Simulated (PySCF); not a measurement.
# Computed records: AlBH5OSi

All values are calculated (PySCF 2.14.0). Calculation on a computer-drawn molecule: optimised geometry and harmonic frequencies of an isolated molecule of the commonest isotopes, restricted reference for singlets and unrestricted otherwise, frozen core in MP2.

## AlBH5OSi

Start structure:
```xyz
9
AlBH5OSi
O     -1.2308     2.1364    -0.9347
B     -1.1244     0.8022    -0.6514
Al    -0.9381    -0.1101     1.1383
Si     0.1906    -0.2853    -1.6338
H     -1.9799     2.6317    -0.4769
H     -1.0951    -0.3955     2.7844
H      0.1327    -0.5266    -3.0981
H      1.6489     0.0057    -1.4161
H      0.0582    -1.6981    -0.9770
```

```
charge                                        : 0
multiplicity                                  : 2
method                                        : HF
basis                                         : cc-pV(D+d)Z
rotational constants                          : 5.42, 2.414, 1.72 GHz
total energy                                  : -633.2954 hartree
spin squared                                  : 0.7788
convergence status largest gradient component : 6.956e-06 hartree/bohr
```

Drawn bonds:
```csv
atom,other atom,order
1,2,1
2,3,1
2,4,1
1,5,1
3,6,1
4,7,1
4,8,1
4,9,1
```

Optimised structure:
```xyz
9
AlBH5OSi
O     -1.1157     2.0731    -0.9545
B     -0.7310     0.9105    -0.3682
Al    -1.0395     0.3070     1.7144
Si     0.3389    -0.3601    -1.5983
H     -1.6081     2.6619    -0.4035
H     -1.9955    -0.9202     2.0751
H     -0.5858    -1.0577    -2.5314
H      1.3659     0.3540    -2.4002
H      1.0329    -1.4081    -0.7987
```

Modes:
```csv
frequency (cm⁻¹),reduced mass (dalton)
46.72,1.069
114.3,4
172.3,1.132
252.6,4.359
281.9,2.17
381.8,6.695
442.1,1.085
575.9,1.748
645,1.605
676.4,1.208
728,2.746
991.2,1.123
1019,1.039
1028,1.036
1185,1.226
1321,10.87
1912,1.045
2262,1.045
2280,1.042
2287,1.032
4156,1.067
```
